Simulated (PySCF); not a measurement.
# Excitation energy of Bi by level of theory

Bi [Xe] 4f14 5d10 6s2 6p3 (4S) → Bi [Xe] 4f14 5d10 6s1 6p3 6d1 (6D), as a difference of total energies. All numbers are calculated (PySCF 2.14, scalar relativity by spin-free X2C-1e, in aug-cc-pwCVTZ-DK3). Correlated levels: valence: [Xe] 4f14 5d10 frozen; valence and next inner shell: [Kr] 4d10 4f14 frozen. The calculations carry no spin-orbit coupling.

```json
{"method": "UHF", "excitation energy (cm⁻¹)": "104910"}
{"method": "LDA", "excitation energy (cm⁻¹)": "126170"}
{"method": "PBE", "excitation energy (cm⁻¹)": "122600"}
{"method": "PBE0", "excitation energy (cm⁻¹)": "120280"}
{"method": "r2SCAN", "excitation energy (cm⁻¹)": "120730"}
{"method": "MP2 (valence)", "excitation energy (cm⁻¹)": "112210"}
{"method": "SCS-MP2 (valence)", "excitation energy (cm⁻¹)": "114650"}
{"method": "MP2 (valence and next inner shell)", "excitation energy (cm⁻¹)": "123410"}
{"method": "SCS-MP2 (valence and next inner shell)", "excitation energy (cm⁻¹)": "123680"}
```

Spin-orbit coupling is strong in these open shells (close to jj coupling). The scalar numbers leave it out and a first-order estimate fails, so it can dominate the gap to the real levels.

The upper state lies above the first ionisation limit.

The promoted electron is Rydberg-like, and one or two diffuse shells describe it only roughly, which tends to raise the upper state.
